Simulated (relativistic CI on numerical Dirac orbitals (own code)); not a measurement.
Calculated levels, Rb8+

Calculated at this level of theory: Dirac-Coulomb-Breit CI, orbitals from a KLI potential per configuration, QED by a radiative potential, unscaled Slater integrals (own radial code, finite nucleus).

CI space (outside the closed core [Ar]): 3d10 4s, 3d10 4p, 3d10 4d, 3d10 4f, 3d10 5s, 3d10 5p, 3d10 5d, 3d9 4s2, 3d10 6s, 3d10 5f, 3d10 6p, 3d10 5g, 3d10 6d, 3d9 4s 4p, 3d10 7s, 3d10 6f, 3d10 8s, 3d9 4s 4d, 3d9 4s 5s, 3d9 4s 5p, 3d9 4s 4f, 3d9 4s 5d, 3d9 4s 6s. Double excitations out of closed p, d and f shells are left out; levels of such configurations are missing from the list, as are those of other unlisted configurations, and high levels can miss mixing partners.

The lowest level is 3d10 4s 2S_1/2, with 100 % of that term; Hund's rules for 3d10 4s give 2S with J = 1/2, in agreement.

```
No.  Configuration  Term     J   E (eV)    %  Next component (%)  Lifetime (s)
  1        3d10 4s    2S   1/2    0.000  100                                  
  2        3d10 4p   2P°   1/2   19.536  100                          2.33e-10
  3        3d10 4p   2P°   3/2   21.029  100                          1.85e-10
  4        3d10 4d    2D   3/2   51.572  100                          3.73e-11
  5        3d10 4d    2D   5/2   51.782  100                          4.04e-11
  6        3d10 5s    2S   1/2   70.710  100                          2.46e-11
  7        3d10 5p   2P°   1/2   78.643  100                          5.75e-11
  8        3d10 4f   2F°   7/2   78.711  100                          4.17e-11
  9        3d10 4f   2F°   5/2   78.720  100                          4.09e-11
 10        3d10 5p   2P°   3/2   79.229  100                          6.23e-11
 11        3d10 5d    2D   3/2   91.993  100                          1.27e-10
 12        3d10 5d    2D   5/2   92.083  100                          1.34e-10
 13        3d9 4s2    2D   5/2   99.044  100                          5.61e-08
 14        3d9 4s2    2D   3/2  100.545  100                          7.03e-08
 15        3d10 6s    2S   1/2  100.583  100                          3.08e-11
 16        3d10 5f   2F°   7/2  104.033  100                          1.60e-10
 17        3d10 5f   2F°   5/2  104.039  100                          1.57e-10
 18        3d10 6p   2P°   1/2  104.579  100                          6.79e-11
 19        3d10 6p   2P°   3/2  104.876  100                          7.34e-11
 20        3d10 5g    2G   7/2  105.266  100                          3.36e-11
 21        3d10 5g    2G   9/2  105.268  100                          3.36e-11
 22        3d10 6d    2D   3/2  111.475  100                          2.19e-10
 23        3d10 6d    2D   5/2  111.524  100                          2.20e-10
 24      3d9 4s 4p   4P°   5/2  113.805   91               7 4D°      1.54e-07
 25      3d9 4s 4p   4P°   3/2  114.875   80              11 4D°      4.60e-10
 26      3d9 4s 4p   4F°   5/2  114.883   61              32 2F°      6.16e-08
 27      3d9 4s 4p   4F°   7/2  114.942   76              14 2F°      3.28e-08
 28      3d9 4s 4p   4F°   9/2  115.603  100                          2.77e-01
 29      3d9 4s 4p   4F°   3/2  115.639   91               6 4P°      7.31e-09
 30      3d9 4s 4p   4P°   1/2  115.852   91               6 4D°      5.08e-10
 31        3d10 7s    2S   1/2  116.125  100                          5.26e-11
 32      3d9 4s 4p   2F°   5/2  116.614   63              22 4F°      1.63e-08
 33      3d9 4s 4p   2D°   3/2  116.910   56              22 2P°      7.44e-11
 34      3d9 4s 4p   4D°   7/2  116.992   81              16 2F°      5.79e-08
 35      3d9 4s 4p   4D°   5/2  117.219   46              35 2D°      3.79e-08
 36      3d9 4s 4p   2P°   3/2  117.509   63              30 4D°      1.92e-11
 37      3d9 4s 4p   2P°   1/2  117.623   96               4 4P°      1.24e-11
 38      3d9 4s 4p   4D°   1/2  117.755   94               6 4P°      8.47e-10
 39        3d10 6f   2F°   7/2  117.886   70    19 3d9 4s 4p 2F°      3.92e-10
 40        3d10 6f   2F°   5/2  117.946   99     1 3d9 4s 4p 2F°      2.83e-10
 41      3d9 4s 4p   2F°   7/2  118.047   51      29 3d10 6f 2F°      9.64e-10
 42      3d9 4s 4p   4D°   3/2  118.353   46              37 2D°      1.41e-10
 43      3d9 4s 4p   2D°   5/2  118.710   63              30 4D°      2.91e-08
 44      3d9 4s 4p   2P°   3/2  124.099   97               2 2D°      1.44e-11
 45      3d9 4s 4p   2F°   7/2  124.269   99                          5.45e-11
 46        3d10 8s    2S   1/2  125.256  100                                  
 47      3d9 4s 4p   2F°   5/2  125.274   52              48 2D°      5.15e-11
 48      3d9 4s 4p   2P°   1/2  125.428   99               1 4D°      1.64e-11
 49      3d9 4s 4p   2D°   5/2  126.068   52              47 2F°      5.13e-11
 50      3d9 4s 4p   2D°   3/2  126.982   97               2 2P°      4.77e-11
 51      3d9 4s 4d    4S   3/2  148.335   90                8 4P      3.19e-11
 52      3d9 4s 4d    4G  11/2  149.697  100                                  
 53      3d9 4s 4d    4G   9/2  149.819   84               14 2G              
 54      3d9 4s 4d    4P   5/2  149.848   70               29 4D              
 55      3d9 4s 4d    4G   7/2  150.019   65               28 2G              
 56      3d9 4s 4d    4P   3/2  150.025   44               32 4D              
 57      3d9 4s 4d    4P   1/2  150.139   45               27 2P              
 58      3d9 4s 4d    4D   7/2  150.265   86                9 4F              
 59      3d9 4s 4d    4G   5/2  150.545   49               20 4F              
 60      3d9 4s 4d    4P   1/2  150.615   41               36 2P
```

Energies count from the lowest computed level; ° marks odd parity; lifetimes are radiative, by E1, M1, E2, M2, E3 decay to levels of this space only; some are left blank where a channel outside the calculation adds to the decay or the decay crosses a small, uncertain gap.

The mean weight of the leading LS term, summed over parents, in these 60 levels is 85 %, and that of the leading jj configuration (from the same eigenvectors) 81 %.

At this charge configurations can still be misplaced by up to about 7 % of their energy.

LS names give the leading component of a level, which can be under half, so a name can repeat, a term be missing and a line seem to break the LS rules.
